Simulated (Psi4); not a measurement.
Conformational energy of C7H12SSi, SMILES CCC[SiH2]c1cccs1, singlet. Scanned: dihedral C1–C2–C3–Si4; all other coordinates were relaxed at GFN2-xTB. Points at φ and −φ are mirror images.

Geometry of the scan point at 120° (Å):
```
21

C     -3.2295     0.7764     0.3839
C     -2.6180    -0.6151     0.2787
C     -1.0998    -0.5623     0.0457
Si    -0.1151    -1.4235     1.4210
C      1.7131    -1.2710     1.0430
C      2.3546    -0.6773    -0.0043
C      3.7611    -0.7699     0.0586
C      4.1836    -1.4386     1.1618
S      2.8691    -1.9629     2.1362
H     -4.3030     0.7134     0.5504
H     -3.0578     1.3402    -0.5310
H     -2.7853     1.3222     1.2138
H     -2.8436    -1.1650     1.1946
H     -3.0995    -1.1534    -0.5401
H     -0.8603    -1.0135    -0.9179
H     -0.7875     0.4804    -0.0280
H     -0.3889    -0.7901     2.7186
H     -0.4720    -2.8471     1.4964
H      1.8293    -0.1845    -0.8034
H      4.4242    -0.3584    -0.6817
H      5.1875    -1.6582     1.4669
```

Method: PBE-D3(BJ)/def2-SVP // GFN2-xTB run with Psi4.

Scanned values (°): -160, -140, -120, -100, -80, -60, -40, -20, 0, 20, 40, 60, 80, 100, 120, 140, 160, 180.

### Question
At which scan points does the profile have its minima and maxima, and how high do they lie?

### Answer
Lower than their neighbours: -60° (0.5 kcal/mol), 60° (0.5 kcal/mol), 180° (0.0 kcal/mol). Higher than their neighbours: -120° (2.8 kcal/mol), 0° (4.0 kcal/mol), 120° (2.8 kcal/mol). The whole profile spans 4.0 kcal/mol.
